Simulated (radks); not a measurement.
Species: the germanium ion Ge3+. Configuration: [Ar] 3d10 7f1 (not the ground configuration).

Method: scalar-relativistic Kohn-Sham, PBE, spin-unpolarised, spherical densities, finite nucleus; Fermi nuclear charge, rms radius 4.0742 fm; computed with a radial shooting solver on a logarithmic mesh with Libxc functionals.

Energy parts (eV):
total: -57012.547
kinetic: 58047.055
electron-nucleus: -136084.992
Hartree: 23157.954
exchange-correlation: -2132.564

Orbitals (lengths in bohr, moments of r in powers of bohr; <r^-3> diverges for s and p1/2; r(90%) holds 90 % of the orbital's charge):
orbital  occ.  eigenvalue (eV)  r(90%)    <1/r>     <r^2>    <r^-3>
1s          2        -11008.95  0.0840    32.38  0.002973         -
2s          2        -1418.672   0.325    7.107   0.05202         -
2p          6        -1245.702   0.300    6.968   0.04134     994.8
3s          2        -215.2938   0.932    2.284    0.4485         -
3p          6        -162.3870   0.992    2.132    0.4899     134.7
3d         10         -75.6867    1.20    1.805    0.6479     14.48
7f          1          -4.2488    22.0  0.08772     290.5  0.007144

The highest occupied level is 7f at -4.249 eV. The electron density at the nucleus is 3.206e+04 e/bohr^3 (large components only).
